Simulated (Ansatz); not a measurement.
`Br[SiH]1[NH][AlH]1` → `[Br][Al]1[NH][SiH2]1`  (isomerisation)

Gas-phase electronic energies from Ansatz, PBE0-D4/def2-TZVP geometries. CCSD(T)/CBS adds triple-zeta CCSD(T) − MP2 to the extrapolated MP2 energy (def2 sets, frozen cores). Functionals use def2-TZVPP. For Br outer-core shells are correlated without core-valence functions, which leaves a few kJ/mol of doubt a bond. Scalar relativity is left out up to krypton.

`Br[SiH]1[NH][AlH]1`:

```xyz
7

Br   -1.567   -0.656    2.248
Si   -0.595   -0.744    0.226
N    -0.109    0.794   -0.433
Al    1.501    0.049   -0.261
H    -1.576   -1.525   -0.573
H    -0.651    1.605   -0.693
H     2.997    0.477   -0.513
```

`[Br][Al]1[NH][SiH2]1`:

```xyz
7

Br   -3.417    0.548    0.847
Al   -1.319   -0.007    0.283
N     0.214    0.857    0.126
Si    0.757   -0.765   -0.317
H     0.742    1.715    0.184
H     1.759   -1.404    0.585
H     1.264   -0.943   -1.709
```

```json
{"level": "LC-ωPBE", "ΔE (eV)": "-0.52"}
{"level": "MP2/def2-TZVPP", "ΔE (eV)": "-0.55"}
```

Task: What does CCSD(T)/CBS give? (Estimate.)

Result: Computed: -0.52 eV. The listed levels differ from it by 0.00, -0.03 eV.

Largest T1 diagnostic among the species: 0.011.

At CCSD(T), def2-SVP lies −0.11 eV from the extrapolated value and def2-TZVPP −0.04 eV. From BLYP to BHLYP (50 % exact exchange), in def2-TZVPP and without D4, ΔE moves by −0.05 eV.
